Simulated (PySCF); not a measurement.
[Te2]- (charge -1 and doublet state).
Z-matrix (Å and degrees, PBE0-D3(BJ)/def2-SVP geometry), rows numbered from 1:
```
Te
Te  1  2.6782
```

Computed with PySCF, PBE0-D3(BJ)/def2-SVP geometry optimisation, gas phase, def2 core potentials past Kr.

Take the most abundant isotopes and a rigid rotor. 

What are the moment of inertia and the rotational constant?

I = 465.893 u·Å², B = 505379 MHz·u·Å²/I = 1085 MHz (0.0362 cm⁻¹, or 0.052 K as hB/k). For two atoms I = μr² with μ = 64.9531 u and r = 2.6782 Å.

If the electronic state has orbital angular momentum about the axis (Π, Δ; not determined here), the simple ladder of levels BJ(J+1) doesn't apply.

PBE0-D3(BJ)/def2-SVP frequencies: not computed here. ⟨S²⟩ = 0.753 (exact for a doublet: 0.75). Whether the extra electron is bound in the gas phase wasn't checked; a finite basis holds it in any case. The geometry's basis has no diffuse functions, a weakness for an anion. These are rigid-rotor constants of the computed structure; measured ground-state constants (B0) also hold zero-point vibration.
